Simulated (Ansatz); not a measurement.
`[AlH2][SiH]([SiH3])Cl` + `N[SiH2][GeH3]` → `[AlH2][NH][SiH2][GeH3]` + `[SiH3][SiH2]Cl`  (cleavage of the Al–Si bond)

Computed with Ansatz on PBE0-D4/def2-TZVP structures; ΔE is electronic, products minus reactants. CBS: MP2 limit from def2 TZ/QZ plus the TZ coupled-cluster correction, frozen cores. DFT in def2-TZVPP. B3LYP here is the variant with VWN-RPA as its local correlation; programs differ in this. For Ge outer-core shells are correlated without core-valence functions, which leaves a few kJ/mol of doubt a bond. Scalar relativity is left out up to krypton. Each species was taken in one conformer, which may not be the lowest.

```csv
species,B3LYP energy (Eh)
`[AlH2][SiH]([SiH3])Cl`,-1285.37010
`N[SiH2][GeH3]`,-2425.58774
`[AlH2][NH][SiH2][GeH3]`,-2668.67298
`[SiH3][SiH2]Cl`,-1042.32392
```

Problem. Work out ΔE.

Solution. ΔE = (-2668.67298) + (-1042.32392) − (-1285.37010) − (-2425.58774) = -0.03906 Eh = -102.6 kJ/mol. CCSD(T)/CBS gives -104.0 kJ/mol.

Largest T1 diagnostic among the species: 0.012.

From PBE to PBE0 (25 % exact exchange), in def2-TZVPP and without D4, ΔE moves by −3.3 kJ/mol. At CCSD(T), def2-SVP lies −7.7 kJ/mol from the extrapolated value and def2-TZVPP −1.9 kJ/mol. Leaving LDA and LC-ωPBE aside and taking each functional with its dispersion term where it has one, the values, not all of them listed here, spread over 22.8 kJ/mol, from CAM-B3LYP-D4 to PBE-D4. LDA lies −5.1 kJ/mol from PBE without D4.
